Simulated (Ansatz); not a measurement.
The same path of ClH5W (7 atoms, charge 0, multiplicity 1) was run twice with different band settings.

Theory: Ansatz, RKS PBE0-D4/def2-SVP.

Relaxed end points:

```xyz
7
Properties=species:S:1:pos:R:3
W -0.215 -0.355 -0.215
H 0.176 0.007 1.340
H 1.340 0.007 0.176
H 0.190 1.215 0.190
H -1.445 0.495 0.575
Cl 0.278 -2.533 0.278
H 0.575 0.495 -1.445
```

```xyz
7
Properties=species:S:1:pos:R:3
W 0.137 -0.276 0.103
H -0.213 0.193 1.672
H 1.418 0.374 0.964
H 1.232 0.617 -0.797
H -1.407 0.325 0.349
Cl 0.244 -2.488 -0.214
H -0.514 0.587 -1.177
```

Common settings: spring 5.0 eV/Å²; optimiser quadratic models (default); start path through a guess of the saddle point; force threshold 0.05 eV/Å; end points relaxed.

| run | movable images | climbing image | iteration limit |
| --- | --- | --- | --- |
| 1 | 9 | yes | 40 |
| 2 | 3 | no | 60 |

Q: What does each run give, and how far can it be trusted?

A: Run 1: converged after 17 iterations, highest image 0.030 eV above the first end. The profile has 2 maxima (images 2, 7) with wells between them (image 6): this band takes more than one step, which may be the mechanism or a detour left from its start path. A vibrational analysis at the climbing image gives one clearly imaginary mode, 401i cm⁻¹: a first-order saddle point.
Run 2: converged after 14 iterations, highest image 0.000 eV above the first end. The highest image is an end point: on this band no image between the ends rises above it. So few images can step over the top or miss a turn of the path.
